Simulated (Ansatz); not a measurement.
SnH2Me(NHMe) (C2H9NSn), relaxed as a singlet with RKS B3LYP-D4/def2-SVP in Ansatz, starting from the GFN2-xTB geometry. Force threshold 0.02 eV/Å.

In the def2 sets Sn takes a core potential; there is no spin–orbit coupling.

Start:

```xyz
13

C    -1.6356   -1.5449    0.9477
C     1.1274    1.7258   -1.0567
N     0.0267    0.9234   -0.5663
Sn    0.3194   -0.8435    0.3791
H     1.0567   -1.7828   -0.7942
H     1.4277   -0.8035    1.6747
H    -1.5884   -2.5757    1.2757
H    -2.3022   -1.4781    0.0958
H    -2.0376   -0.9436    1.7551
H    -0.6386    1.5240   -0.0975
H     1.6824    2.2428   -0.2679
H     1.8212    1.0837   -1.5934
H     0.7413    2.4724   -1.7522
```

Estimate the energy that the relaxation releases and the steps that it takes.

2.2 kcal/mol, in 9 steps; 44 s on 2 threads of Arm Neoverse N1 on a shared host. The force fell under the threshold at step 8, but the optimiser went on. No frequencies were taken in this run, so the end may be a saddle point.

Does the start keep its bonding and symmetry?

By distances, no bond broke or formed. The bond that changes most is Sn4–H5, from 1.67 to 1.72 Å (atoms count from 1).

Predict the relaxed structure.


```xyz
13

C    -1.640   -1.575    0.935
C     1.124    1.730   -1.072
N     0.009    0.972   -0.530
Sn    0.321   -0.849    0.382
H     1.080   -1.825   -0.817
H     1.355   -0.742    1.773
H    -1.567   -2.594    1.343
H    -2.287   -1.587    0.046
H    -2.085   -0.918    1.696
H    -0.622    1.570    0.001
H     1.818    2.170   -0.323
H     1.734    1.086   -1.730
H     0.760    2.562   -1.703
```
Bond lengths: 1 × C–N 1.45 Å; 1 × C–Sn 2.16 Å; 1 × N–Sn 2.06 Å; 6 × C–H 1.10 to 1.11 Å; 2 × H–Sn 1.72 to 1.74 Å; 1 × H–N 1.02 Å.
